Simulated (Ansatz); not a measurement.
`CCCCCCCCCC[S][Cu]`. Charge 0, multiplicity 1. Geometry r2SCAN-D4/def2-SVP.

```
atom    x (Å)    y (Å)    z (Å)
  C1   5.2715  -0.8270  -2.0501
  C2   4.1844  -0.1049  -1.2625
  C3   2.8785  -0.8913  -1.1736
  C4   1.7838  -0.1739  -0.3890
  C5   0.4716  -0.9493  -0.3136
  C6  -0.6190  -0.2294   0.4753
  C7  -1.9435  -0.9898   0.5107
  C8  -3.0203  -0.3517   1.3904
  C9  -3.4548   1.0415   0.9377
 C10  -4.5749   1.6353   1.7837
 S11  -5.1784   3.2704   1.2020
Cu12  -3.3094   4.1365   0.7545
 H13   6.2000  -0.2369  -2.0997
 H14   5.5179  -1.7985  -1.5904
 H15   4.9473  -1.0266  -3.0850
 H16   4.5462   0.1125  -0.2403
 H17   3.9820   0.8798  -1.7235
 H18   2.5132  -1.1097  -2.1955
 H19   3.0756  -1.8771  -0.7103
 H20   2.1453   0.0349   0.6362
 H21   1.5963   0.8164  -0.8472
 H22   0.6566  -1.9420   0.1391
 H23   0.1069  -1.1519  -1.3388
 H24  -0.7721   0.7743   0.0372
 H25  -0.2685  -0.0558   1.5115
 H26  -1.7536  -2.0189   0.8667
 H27  -2.3296  -1.0944  -0.5212
 H28  -2.6582  -0.3008   2.4350
 H29  -3.9072  -1.0109   1.4089
 H30  -2.5945   1.7442   0.9774
 H31  -3.7750   1.0205  -0.1204
 H32  -5.4566   0.9697   1.7554
 H33  -4.2613   1.7047   2.8396
```

**Question.** Estimate the orbital energies around the gap (eV) in Ansatz with PBE-D4/def2-SVP, PBE-D4/def2-TZVP, BLYP-D4/def2-TZVP, r2SCAN-D4/def2-TZVP, PBE0-D4/def2-SVP.

**Answer.** 
| orbital | PBE-D4/def2-SVP | PBE-D4/def2-TZVP | BLYP-D4/def2-TZVP | r2SCAN-D4/def2-TZVP | PBE0-D4/def2-SVP |
| --- | --- | --- | --- | --- | --- |
| HOMO−13 | -8.06 | -8.18 | -8.10 | -8.49 | -9.48 |
| HOMO−12 | -7.79 | -7.86 | -7.79 | -8.16 | -9.21 |
| HOMO−11 | -7.71 | -7.82 | -7.76 | -8.12 | -9.12 |
| HOMO−10 | -7.58 | -7.68 | -7.63 | -7.98 | -8.97 |
| HOMO−9 | -7.51 | -7.59 | -7.55 | -7.89 | -8.94 |
| HOMO−8 | -7.43 | -7.55 | -7.49 | -7.83 | -8.77 |
| HOMO−7 | -7.24 | -7.29 | -7.18 | -7.54 | -8.61 |
| HOMO−6 | -6.63 | -7.04 | -6.94 | -7.20 | -8.11 |
| HOMO−5 | -5.92 | -6.52 | -6.43 | -6.70 | -7.96 |
| HOMO−4 | -5.43 | -6.08 | -6.00 | -6.22 | -7.51 |
| HOMO−3 | -5.22 | -5.97 | -5.89 | -6.15 | -7.48 |
| HOMO−2 | -5.21 | -5.95 | -5.87 | -6.13 | -7.43 |
| HOMO−1 | -4.98 | -5.46 | -5.37 | -5.54 | -6.23 |
| HOMO | -4.24 | -4.66 | -4.56 | -4.80 | -5.43 |
| LUMO | -2.77 | -3.15 | -3.14 | -2.92 | -1.93 |
| LUMO+1 | 0.22 | -0.53 | -0.45 | -0.22 | 1.20 |
| LUMO+2 | 0.84 | 0.27 | 0.29 | 0.89 | 1.67 |
| LUMO+3 | 1.04 | 0.45 | 0.47 | 0.94 | 1.89 |
| LUMO+4 | 1.23 | 0.60 | 0.61 | 1.25 | 2.12 |
| LUMO+5 | 1.38 | 0.86 | 0.87 | 1.45 | 2.22 |
